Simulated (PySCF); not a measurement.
C2H6Sb (SMILES [CH3][Sb][CH3]), doublet, at a GFN2-xTB geometry (the spin is typed, not shown lowest) (core potentials on Sb); R2SCAN/def2-SVP run with PySCF.

Input for PySCF:
```python
from pyscf import gto, scf, dft

mol = gto.M(
    atom='''
Sb    0.271422   -0.029248    0.319029
C     0.477766    0.265396   -1.834885
H     1.524677    0.350279   -2.099457
H    -0.038614    1.171783   -2.130321
H     0.044764   -0.577527   -2.361629
C    -1.904786   -0.111624    0.157569
H    -2.191780   -0.931441   -0.491277
H    -2.275157    0.817869   -0.259969
H    -2.344313   -0.261957    1.136058
''',
    basis='def2-svp',
    ecp={'Sb': 'def2-svp'},
    charge=0,
    spin=1,
    verbose=4,
)

mf = dft.UKS(mol)
mf.xc = 'r2scan'
mf.kernel()
```

The log (banner, timings and long lists left out):

```
PySCF version 2.14.0

[INPUT] verbose = 4
[INPUT] num. atoms = 9
[INPUT] num. electrons = 41
[INPUT] charge = 0
[INPUT] spin (= nelec alpha-beta = 2S) = 1
[INPUT] symmetry False subgroup None
[INPUT] Mole.unit = angstrom
[INPUT] Symbol           X                Y                Z      unit          X                Y                Z       unit  Magmom
[INPUT]  1 Sb     0.271422000000  -0.029248000000   0.319029000000 AA    0.512913244182  -0.055270709691   0.602877435794 Bohr   0.0
[INPUT]  2 C      0.477766000000   0.265396000000  -1.834885000000 AA    0.902846891629   0.501525754555  -3.467430120073 Bohr   0.0
[INPUT]  3 H      1.524677000000   0.350279000000  -2.099457000000 AA    2.881221958423   0.661931377187  -3.967398740301 Bohr   0.0
[INPUT]  4 H     -0.038614000000   1.171783000000  -2.130321000000 AA   -0.072969884574   2.214348947421  -4.025723247410 Bohr   0.0
[INPUT]  5 H      0.044764000000  -0.577527000000  -2.361629000000 AA    0.084591700240  -1.091367859542  -4.462832017830 Bohr   0.0
[INPUT]  6 C     -1.904786000000  -0.111624000000   0.157569000000 AA   -3.599523865906  -0.210938788928   0.297762255722 Bohr   0.0
[INPUT]  7 H     -2.191780000000  -0.931441000000  -0.491277000000 AA   -4.141863925299  -1.760168391191  -0.928378981298 Bohr   0.0
[INPUT]  8 H     -2.275157000000   0.817869000000  -0.259969000000 AA   -4.299423620387   1.545548415772  -0.491270210877 Bohr   0.0
[INPUT]  9 H     -2.344313000000  -0.261957000000   1.136058000000 AA   -4.430109520257  -0.495026986413   2.146838481621 Bohr   0.0

nuclear repulsion = 125.681915368105
number of shells = 40
number of NR pGTOs = 151
number of NR cGTOs = 84
basis = def2-svp
ecp = {'Sb': 'def2-svp'}

******** <class 'pyscf.dft.uks.UKS'> ********
method = UKS
initial guess = minao
damping factor = 0
level_shift factor = 0
DIIS = <class 'pyscf.scf.diis.CDIIS'>
diis_start_cycle = 1
diis_space = 8
diis_damp = 0
SCF conv_tol = 1e-09
SCF conv_tol_grad = None
SCF max_cycles = 50
direct_scf = True
direct_scf_tol = 1e-13
number electrons alpha = 21  beta = 20
XC library pyscf.dft.libxc version 7.1.2
    S. Lehtola, C. Steigemann, M. J. T. Oliveira, and M. A. L. Marques,  SoftwareX 7, 1–5 (2018)
XC functionals = r2scan
    J. W. Furness, A. D. Kaplan, J. Ning, J. P. Perdew, and J. Sun,  J. Phys. Chem. Lett. 11, 8208–8215 (2020)
    J. W. Furness, A. D. Kaplan, J. Ning, J. P. Perdew, and J. Sun,  J. Phys. Chem. Lett. 11, 9248–9248 (2020)
    J. W. Furness, A. D. Kaplan, J. Ning, J. P. Perdew, and J. Sun,  J. Phys. Chem. Lett. 11, 8208–8215 (2020)
    J. W. Furness, A. D. Kaplan, J. Ning, J. P. Perdew, and J. Sun,  J. Phys. Chem. Lett. 11, 9248–9248 (2020)
radial grids:
    Treutler-Ahlrichs [JCP 102, 346 (1995); DOI:10.1063/1.469408] (M4) radial grids

becke partition: Becke, JCP 88, 2547 (1988); DOI:10.1063/1.454033
pruning grids: <function nwchem_prune>
grids dens level: 3
symmetrized grids: False
atomic radii adjust function: <function treutler_atomic_radii_adjust>
small_rho_cutoff = 0
Set gradient conv threshold to 3.16228e-05
tot grids = 109048
init E= -294.661082038192

cycle= 1 E= -317.817865918478  delta_E= -23.2  |g|= 2.03  |ddm|= 7.23
cycle= 2 E= -314.812105691796  delta_E= 3.01  |g|= 2.82  |ddm|= 13.7
cycle= 3 E= -319.962327516003  delta_E= -5.15  |g|= 0.299  |ddm|=   13
cycle= 4 E= -319.937544877043  delta_E= 0.0248  |g|= 0.374  |ddm|= 0.775
cycle= 5 E= -320.023508502249  delta_E= -0.086  |g|= 0.0394  |ddm|= 0.435
cycle= 6 E= -320.024385513928  delta_E= -0.000877  |g|= 0.00764  |ddm|= 0.0539
cycle= 7 E= -320.024434960223  delta_E= -4.94e-05  |g|= 0.00153  |ddm|= 0.0128
cycle= 8 E= -320.024437927207  delta_E= -2.97e-06  |g|= 0.000614  |ddm|= 0.00325
cycle= 9 E= -320.024438638772  delta_E= -7.12e-07  |g|= 0.000199  |ddm|= 0.00201
cycle= 10 E= -320.024438707407  delta_E= -6.86e-08  |g|= 7.83e-05  |ddm|= 0.000685
cycle= 11 E= -320.024438709625  delta_E= -2.22e-09  |g|= 7.85e-05  |ddm|= 0.000201
cycle= 12 E= -320.024438713774  delta_E= -4.15e-09  |g|= 8.22e-06  |ddm|= 0.000105
cycle= 13 E= -320.024438713828  delta_E= -5.39e-11  |g|= 1.9e-06  |ddm|= 1.74e-05
Extra cycle  E= -320.02443871383  delta_E= -1.82e-12  |g|= 1.49e-06  |ddm|= 4.73e-06
converged SCF energy = -320.02443871383  <S^2> = 0.7557069  2S+1 = 2.0056988
```
